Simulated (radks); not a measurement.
Results of a calculation; reference values are marked as such.
Spherical quantum dot in the effective-mass picture: electrons in a parabolic well V = omega^2 r^2 / 2 with omega = 0.0658, with a point charge +1 (a donor) at the centre, all in effective atomic units (hartree* = m*/eps^2 hartree, bohr* = eps/m* bohr), one dielectric constant everywhere. Level of theory: non-relativistic Kohn-Sham, PBEsol, spin-polarised, spherical densities (a radial shooting solver with Libxc functionals). Levels are named by radial order and angular momentum (1s, 1p, 1d, 2s, ...), and open shells are averaged over m.

N = 4, configuration 1s2 1p(up 1, down 0) 2s(up 1, down 0). This is the lowest configuration that the search found (a dilute case). Occupied and some empty levels:

| level | occupation | eigenvalue (hartree*) | <r> (bohr*) |
|---|---|---|---|
| 1s up | 1 | 0.37454 | 2.776 |
| 1s down | 1 | 0.39207 | 2.880 |
| 2s up | 1 | 0.45094 | 6.900 |
| 1p up | 1 | 0.45382 | 7.459 |
| 1p down | 0 | 0.47809 | 7.181 |
| 2s down | 0 | 0.47961 | 6.825 |
| 1d up | 0 | 0.49494 | 8.237 |
| 1d down | 0 | 0.52242 | 8.151 |
| 1f up | 0 | 0.54338 | 8.935 |
| 1f down | 0 | 0.57186 | 8.947 |
| 2p up | 0 | 0.57243 | 8.219 |
| 2p down | 0 | 0.58907 | 8.065 |
| 1g up | 0 | 0.59703 | 9.626 |
| 1g down | 0 | 0.62533 | 9.689 |

Energy (hartree*): total 0.232468, kinetic 0.63690, external -1.4100, Hartree 1.6241, exchange-correlation -0.61854.

Electron density:

| r (bohr*) | n(r) (e/bohr*^3) |
|---|---|
| 0.237 | 0.2169 |
| 1.13 | 0.04215 |
| 2.02 | 0.01063 |
| 2.92 | 0.003396 |
| 3.81 | 0.001476 |
| 4.71 | 0.0009721 |
| 5.60 | 0.0008374 |
| 6.49 | 0.0007515 |
| 7.39 | 0.0006218 |
| 8.28 | 0.0004494 |
| 9.17 | 0.0002728 |
| 10.1 | 0.0001386 |
| 11.0 | 0.00006196 |
| 11.8 | 0.00002476 |
